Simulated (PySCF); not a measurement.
Input for PySCF: D3(BJ) and D4 dispersion corrections on FH5N2Sn (SMILES [NH2][SnH]([NH2])[F]), a point of a torsion scan.

```python
from pyscf import gto
from pyscf.dispersion import dftd3, dftd4

mol = gto.M(
    atom='''
    N    -1.62534530   -0.50036424    0.50241138
    Sn    0.06187626    0.33320506   -0.16269875
    N    -0.05641238    0.88020607   -2.10902122
    F     0.00062116    2.08411441    0.64474177
    H    -1.78486378   -1.44674826    0.18241245
    H    -2.43771328    0.04681730    0.24191684
    H     1.40880222   -0.38625569    0.55060375
    H     0.42536938    0.27222232   -2.75987593
    H     0.31804517    1.81200083   -2.24563195
    ''',
    basis='def2-svp',
    charge=0, spin=0, verbose=0, max_memory=1800)
d3, d4 = {}, {}
for xc in ['hf', 'pbe', 'blyp', 'revpbe', 'tpss', 'r2scan', 'b3lyp', 'pbe0', 'bhlyp', 'camb3lyp', 'b2plyp']:
    d3[xc] = float(dftd3.DFTD3Dispersion(mol, xc=xc, version='d3bj', atm=False).get_dispersion()['energy'])
    print(f'D3(BJ) {xc:10s} {d3[xc]:14.8f} Eh')
for xc in ['hf', 'pbe', 'blyp', 'revpbe', 'tpss', 'r2scan', 'b3lyp', 'pbe0', 'bhlyp', 'camb3lyp', 'b2plyp']:
    d4[xc] = float(dftd4.DFTD4Dispersion(mol, xc={'camb3lyp': 'cam-b3lyp'}.get(xc, xc), atm=True).get_dispersion()['energy'])
    print(f'D4     {xc:10s} {d4[xc]:14.8f} Eh')
```

Output:

```
D3(BJ) hf            -0.04892599 Eh
D3(BJ) pbe           -0.00566630 Eh
D3(BJ) blyp          -0.01257363 Eh
D3(BJ) revpbe        -0.01369962 Eh
D3(BJ) tpss          -0.00727394 Eh
D3(BJ) r2scan        -0.00158550 Eh
D3(BJ) b3lyp         -0.01043389 Eh
D3(BJ) pbe0          -0.00506210 Eh
D3(BJ) bhlyp         -0.00876839 Eh
D3(BJ) camb3lyp      -0.00483630 Eh
D3(BJ) b2plyp        -0.00515921 Eh
D4     hf            -0.01995071 Eh
D4     pbe           -0.00591554 Eh
D4     blyp          -0.01278657 Eh
D4     revpbe        -0.01648460 Eh
D4     tpss          -0.00792487 Eh
D4     r2scan        -0.00141409 Eh
D4     b3lyp         -0.00956348 Eh
D4     pbe0          -0.00500267 Eh
D4     bhlyp         -0.00774921 Eh
D4     camb3lyp      -0.00510712 Eh
D4     b2plyp        -0.00409552 Eh
```

The run finished.

Cost: roughly 0.020 core-seconds.
